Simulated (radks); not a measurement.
Values are calculated unless marked as measured or tabulated.
Q: All-electron atom: Ge XXVI in [He] 2s2 2p3. Code: a radial shooting solver on a logarithmic mesh with Libxc functionals. Model: Dirac Kohn-Sham, BLYP, spin-unpolarised, spherical densities, finite nucleus; open shells fill j = l - 1/2 first; Fermi nuclear charge, rms radius 4.0742 fm.

Spin-orbit splittings of the eigenvalues, e(l+1/2) - e(l-1/2), with zeta = 2 splitting/(2l+1) and mean radii in bohr:

| shell | occ. | splitting (eV) | zeta (eV) | <r> j=l-1/2 | <r> j=l+1/2 |
|---|---|---|---|---|---|
| 2p | 3 | ? | ? | 0.1697 | 0.1729 |
| 3p | 0 | 9.262 | 6.175 | 0.4578 | 0.4625 |

Estimate the 2p splitting.

A: 36.66 eV (zeta = 24.44 eV).
